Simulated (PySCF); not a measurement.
Geometries of 2 isomers of C5H6Cl2O, from PySCF 2.14.0, PBE0-D3(BJ)/def2-SVP geometry optimisation, gas phase. One conformer each, no zero-point energy, no frequencies.

Problem. Which is lower in electronic energy at this level?
A.
```xyz
14
angstrom
C      2.505    0.624   -0.967
C      1.537    0.255   -0.133
O      0.239    0.609   -0.338
C     -0.745   -0.219    0.094
C     -0.633   -1.539    0.258
C     -1.970    0.608    0.364
Cl    -3.446   -0.348    0.525
Cl    -1.696    1.614    1.818
H      3.542    0.385   -0.730
H      2.282    1.181   -1.879
H      1.711   -0.312    0.789
H      0.291   -2.063    0.012
H     -1.486   -2.110    0.620
H     -2.120    1.313   -0.463
```
B.
```xyz
14
angstrom
C      2.838   -0.245    0.660
C      1.714    0.410    0.345
Cl     1.808    2.120   -0.003
C      0.376   -0.170    0.259
Cl     0.236   -1.863    0.598
C     -0.739    0.518   -0.061
O     -1.940   -0.051   -0.127
C     -3.013    0.793   -0.468
H      3.794    0.276    0.700
H      2.798   -1.312    0.881
H     -0.665    1.588   -0.278
H     -3.917    0.173   -0.473
H     -3.138    1.604    0.270
H     -2.876    1.234   -1.470
```

Solution. B. That is `C=C(Cl)/C(Cl)=C/OC`, 4.9 kcal/mol below the other.

| SMILES | atoms numbered as above | E (Eh) | relative (kcal/mol) | relative (kJ/mol) | dipole (D) |
| --- | --- | --- | --- | --- | --- |
| C=C(Cl)/C(Cl)=C/OC | [CH2:1]=[C:2]([Cl:3])/[C:4]([Cl:5])=[CH:6]/[O:7][CH3:8] | -1188.62181 | 0.0 | 0.0 | 2.49 |
| C=COC(=C)C(Cl)Cl | [CH2:1]=[CH:2][O:3][C:4](=[CH2:5])[CH:6]([Cl:7])[Cl:8] | -1188.61399 | 4.9 | 20.5 | 1.71 |
